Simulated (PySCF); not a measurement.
Geometry:
| atom | x (Å) | y (Å) | z (Å) |
| --- | --- | --- | --- |
| B1 | 0.287 | 0.501 | 0.005 |
| Cl2 | 1.988 | 0.548 | 0.476 |
| Cl3 | -0.531 | 2.000 | -0.445 |
| N4 | -0.402 | -0.703 | -0.009 |
| H5 | -1.377 | -0.767 | -0.272 |
| H6 | 0.034 | -1.579 | 0.244 |

Theory: B3LYP/pcSseg-1 with gauge-including orbitals, geometry: PBE0-D3(BJ)/def2-SVP, in PySCF (non-relativistic Hamiltonian, one averaged value for each set of equivalent atoms, one conformer, in vacuum).

Chemical shifts δ = σref − σ; ¹H (σ = 31.38 ppm) vs TMS; BF3·OEt2 for ¹¹B (σ = 97.83 ppm); HCl for ³⁵Cl (σ = 930.46 ppm); NH3 for ¹⁵N (σ = 263.54 ppm), all at this level.

```csv
atoms,nucleus,count,δ (ppm)
Cl2/Cl3,³⁵Cl,2,114
N4,¹⁵N,1,?
H5/H6,¹H,2,?
B1,¹¹B,1,36.6
```

Q: Estimate the values marked ?.

A: 
- H5/H6: 3.61 ppm, hydrogen on a nitrogen bonded to B
- N4: 105.7 ppm, nitrogen bonded to B, 2 H

OH/NH shifts are gas-phase values; hydrogen bonding in solution moves them, usually downfield. Experimental scales use liquid or dissolved standards, which lie at an offset from isolated NH3 (liquid NH3: subtract about 20 ppm).
